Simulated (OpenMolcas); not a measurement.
# Mo2+: moving or changing the point charges

Mo2+ among 6 point charges of -1.7 e arranged as an octahedron (Oh), 2.17 Å from the ion.
```
   2.1700    0.0000    0.0000  -1.70
   0.0000    2.1700    0.0000  -1.70
  -2.1700    0.0000    0.0000  -1.70
   0.0000   -2.1700    0.0000  -1.70
   0.0000    0.0000    2.1700  -1.70
   0.0000    0.0000   -2.1700  -1.70
```

- Program: OpenMolcas
- Method: CASSCF
- Basis: ANO-RCC-VDZP [6s5p3d1f]
- Scalar Hamiltonian: DKH2, point nucleus
- Active space: 4 electrons in 5 orbitals (4d)
- State averaging: 2S+1 = 5 even, 5 roots; 2S+1 = 3 even, 45 roots; 2S+1 = 1 even, 50 roots
- Spin-orbit coupling: state interaction with AMFI integrals over the reference wave functions

Runs around this geometry, states (labels of O, the rotations of Oh). Energies in cm-1 above the lowest state or level, χT in cm3 K/mol.

```csv
R (Å),q (e),Ground state,First state of that spin,First gap with spin-orbit (degeneracies),χT at 300 K,First state of another spin
2.17,-1.1,5E,5T2 7430,"73.5 (1, 3)",2.667,3T1 9223
2.17,-1.7,5E,5T2 11554,"89.1 (1, 3)",2.735,3T1 5276
2.39,-1.7,5E,5T2 7573,"74.0 (1, 3)",2.670,3T1 9113
```

Taking the first state of the same spin as R^-n, n = -ln(7573 / 11554) / ln(2.39 / 2.17) = 4.4 between the shortest and longest distance.

Scaling the charges by -1.1 / -1.7 = 0.65 scales the first state of the same spin by 7430 / 11554 = 0.64; with fixed orbitals a first-order splitting would follow the charge.

An orbital doublet at a regular site is open to a Jahn-Teller distortion, which this geometry leaves out. Without dynamic correlation the repulsion within the d shell is too large (B by tens of per cent), so at a given field states of lower spin stand too high. Point charges give a weaker field than real ligands, and real ions of this kind are as a rule low spin; the high spin found here belongs to the model. This shell can be high or low spin here, a state of another spin lies low, and with metal d orbitals alone active their balance is uncertain, so the ground spin may be wrong (holds for R = 2.17, q = -1.7). This is an electrostatic model: the charges have no orbitals. No measured value stands beside these numbers.
